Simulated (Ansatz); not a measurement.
System: H$_{2}$BSO, charge 0, doublet. H2BSO (SMILES [O]BS, doublet).
B3LYP-D3(BJ)/def2-TZVP minimum from Ansatz (a quantum-chemistry and plane-wave program):
```
B
O 1 1.2974
H 1 1.2007 2 120.98
S 1 1.8345 3 117.06 2 -180.00
H 4 1.3455 1 96.93 3 180.00
```
Charge 0, spin multiplicity 2.

Total energies in cc-pV(D+d)Z, 17 correlated electrons, 7 frozen orbitals. UHF or UKS for unpaired electrons; spin-orbit terms are left out. Cores are frozen in correlated methods. No relativity.

| method | program | energy (Eh) | minus CCSDT(Q) (mEh) |
|---|---|---|---|
| HF | Ansatz | -498.28492 | 417.16 |
| MP2 | Ansatz | -498.64456 | 57.53 |
| CCSD | Ansatz | -498.68751 | 14.57 |
| CCSD(T) | Ansatz | -498.69946 | 2.62 |
| CCSDT(Q) | Ansatz | -498.70209 | 0.00 |

Rough core times of Ansatz's runs on a shared machine: CCSD(T) 20 s, CCSDT(Q) 5 min.
